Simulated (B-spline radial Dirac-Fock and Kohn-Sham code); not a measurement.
## What relativity does to the binding energies of Se¹⁷⁺

System: the Se¹⁷⁺ ion, configuration [Ne] 3s2 3p5.

Both columns are ΔSCF binding energies of the configuration average from a radial atomic solver: non-relativistic Hartree-Fock with a point nucleus, and Dirac-Fock with a finite nucleus and the Coulomb interaction alone, averaged over the two j levels with weights 2j+1.

| shell | Hartree-Fock (eV) | Dirac-Fock (eV) | shift (eV) | shift (%) |
| --- | --- | --- | --- | --- |
| 1s | 13147.1 | 13350.1 | +203.07 | +1.54 |
| 2s | 2271.6 | 2318.7 | +47.11 | +2.07 |
| 3s | 755.8 | 767.1 | +11.29 | +1.49 |
| 3p | 694.0 | 697.5 | +3.53 | +0.51 |

Relativity binds 1s, 2s, 3s, 3p more strongly, among those listed most of all 2s in relative terms.

Values without a named source are computed, but for edge energies of neutral atoms, which are taken from tables.
